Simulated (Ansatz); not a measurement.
Rb(Cl) anion (ClRb), SMILES [Cl][Rb] (connectivity only; charge and spin as stated), charge -1, multiplicity 2.

Coordinates come from a PBE-D3(BJ)/def2-TZVPD optimisation. The spin state was assumed, not searched. The def2 effective core potentials stand for the cores of Rb; spin–orbit coupling is left out.

Two levels are set side by side: PBE/def2-TZVPD (Ansatz, an electronic-structure program) and PBE0/def2-TZVPD (Ansatz). Energy differences of separate SCF runs at the same geometry; the states with an electron removed or added have multiplicity 1. Differences are taken from unrounded values.

| quantity | PBE |
|---|---|
| vertical ionisation energy (eV) | 0.70 |

### Question
These are the PBE values. What does PBE0 give? (The exact figures need the calculation; the answer reports its results.)

### Answer

```json
[
 {"quantity": "vertical ionisation energy (eV)", "PBE0": "0.69", "PBE minus PBE0": "0.02"}
]
```
